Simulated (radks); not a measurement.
Q: Sb1.9+, configuration [Ar] 3d(up 5, down 4.1) 4s2 4p6 4d10 5s2 5p2 (fractional occupations, a model configuration). All-electron calculation, scalar-relativistic Kohn-Sham, PBEsol, spin-polarised, spherical densities, finite nucleus; open shells are filled with parallel spins first (spin-orbit coupling, left out, can overturn this in heavy ions); Fermi nuclear charge, rms radius 4.6802 fm. Program: a radial shooting solver on a logarithmic mesh with Libxc functionals. Some entries of the table are withheld. Estimate them.

orbital  occ.  eigenvalue (eV)  <r> (bohr)  <r^2> (bohr^2)
1s up       1        -30347.12     0.02843        0.001095
1s down     1        -30347.01     0.02843        0.001095
2s up       1        -4670.342      0.1226         0.01773
2s down     1        -4668.282      0.1226         0.01773
2p up       3        -4199.876      0.1071         0.01401
2p down     3        -4198.261      0.1071         0.01400
3s up       1        -951.8172      0.3288          0.1235
3s down     1        -949.3914      0.3290          0.1237
3p up       3        -798.6327      0.3264          0.1236
3p down     3        -796.1778      0.3267          0.1237
3d up       5        -566.7475      0.3019          0.1078
3d down   4.1        -563.9171      0.3022          0.1081
4s up       1        -177.3304      0.7771          0.6828
4s down     1        -176.8254      0.7778          0.6838
4p up       3        -129.4133      0.8330          0.7917
4p down     3        -128.9446      0.8335          0.7921
4d up       5         -59.3621      0.9794           1.127
4d down     5         -58.8377      0.9765           1.118
5s up       1         -31.8390       2.014             (1)
5s down     1         -30.0845       2.003             (2)
5p up       2         -21.8702       2.368           6.323
5p down     0         -20.0043       2.385           6.441

A: 
(1) 5s up <r^2> (bohr^2): 4.552
(2) 5s down <r^2> (bohr^2): 4.517
